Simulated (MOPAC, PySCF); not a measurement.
C₂H₄BN, SMILES `[H]/N=C\C=B` (B–C–C–N torsion 180°), neutral singlet in the gas phase. 

Cartesian coordinates (Å):
```xyz
8

B      1.7273    -0.0947     0.3049
C      0.4113     0.3052     0.2114
C     -0.7157    -0.4482    -0.3321
N     -1.9233    -0.0753    -0.4162
H      2.8498    -0.4102     0.3954
H      0.1868     1.3034     0.5884
H     -0.4894    -1.4463    -0.7084
H     -2.0468     0.8662    -0.0433
```
Charge 0, multiplicity 1.

All levels are single points at this geometry (CAM-B3LYP-D3(BJ)/def2-TZVP); Pople sets use spherical d functions. Orbital energies aren't observables, and empty levels follow the basis.

```tsv
level	HOMO (eV)	LUMO (eV)	gap (eV)	dipole (D)	vertical IE, Delta-SCF (eV)
CAM-B3LYP-D3(BJ)/def2-TZVP in PySCF	-8.21	-1.04	7.17	3.71	9.17
BP86/6-31G* in PySCF	-5.69	-2.84	2.85	3.22	–
M06-2X/6-31G* in PySCF	-7.75	-0.77	6.98	3.56	–
HF/STO-3G in PySCF	-7.00	6.26	13.26	3.22	–
PM3 in MOPAC	-10.13	-0.03	10.10	2.52	–
PM6 in MOPAC	-9.15	-0.35	8.80	5.05	–
```
